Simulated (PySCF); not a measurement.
Two-component Hartree-Fock for Cs(51+) (caesium, charge +51)

Start: [He] 2s2. Calculated with PySCF 2.14 in an even-tempered Gaussian basis (17 s from 31 bohr⁻², ratio 2.4; 12 p from 40 bohr⁻², ratio 2.4; 5 d from 130 bohr⁻², ratio 2.6; 4 f from 190 bohr⁻², ratio 2.6): generalised Hartree-Fock with the X2C-1e Hamiltonian and a Gaussian nucleus; one run each with spin-orbit coupling (SO) switched off, then screened by Boettger's factors.

```csv
spinor shell,electrons,"ε, spin-free (eV)","ε, screened SO (eV)",weight of nominal j (screened SO),"rms radius, screened SO (bohr)"
1s1/2,2,-41311.0,-41311.0,1.000,0.0296
2s1/2,2,-9984.2,-9984.2,1.000,0.115
```

| quantity | spin-free | screened SO |
| --- | --- | --- |
| E (hartree) | -3862.24149 | -3862.24149 |
| M_J | 0 | 0 |
| ⟨J²⟩ | 0.000 | 0.000 |
| ⟨L²⟩ | 0.000 | 0.000 |
| ⟨S²⟩ | 0.000 | 0.000 |

Breit and QED terms are absent; they matter most for the inner s and p1/2 levels.

Densities and radii are taken from the X2C orbitals without a picture-change correction, which distorts them close to the nucleus.

Without spin-orbit coupling the j labels of p, d and f shells carry no meaning; the spin-free column gives the mean over the occupied spinors of each nl shell.
